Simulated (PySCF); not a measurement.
## Electron correlation in Pt⁶⁸⁺ (platinum, charge +68)

Starting occupation: [Ne]. Calculation: PySCF 2.14, in an even-tempered Gaussian basis (17 s from 13 bohr⁻², ratio 2.6; 14 p from 17 bohr⁻², ratio 2.6; 6 d from 17 bohr⁻², ratio 2.8; 3 f from 370 bohr⁻², ratio 2.8); X2C-1e with screened-nucleus spin-orbit coupling, Gaussian nucleus. Frozen: 1s2; 8 electrons correlated; the 52 highest virtual spinors left out.

MP2 pair energies summed by pair of shells (mhartree):

```csv
pair,energy,share (%)
2p1/2-2p3/2,-108.57,32.9
2p3/2-2p3/2,-100.98,30.6
2p3/2-2s1/2,-52.22,15.8
2p1/2-2s1/2,-28.74,8.7
2p1/2-2p1/2,-25.54,7.7
2s1/2-2s1/2,-14.04,4.3
```

Total MP2 correlation energy: -330.10 mhartree.

The virtual space was cut to 52 spinors, which keep -272.92 of the -330.10 mhartree of MP2 correlation.

```csv
level,correlation energy (mhartree)
CCSD,-273.74
(T),-0.02
CCSD(T),-273.76
```

Diagnostics: T1 = 1.6e-05, largest double amplitude 0.002.

**Question.** Is a single reference adequate?

**Answer.** Yes: T1 lies below 0.03 and no double amplitude reaches 0.07.

The coupled-cluster values are those of the cut space; adding the MP2 remainder, -57.18 mhartree, estimates the full space.

At this charge the one-electron X2C treatment keeps the bare 1/r₁₂, with no two-electron picture change or Breit term. The effect here is smaller than on the frozen 1s shell.
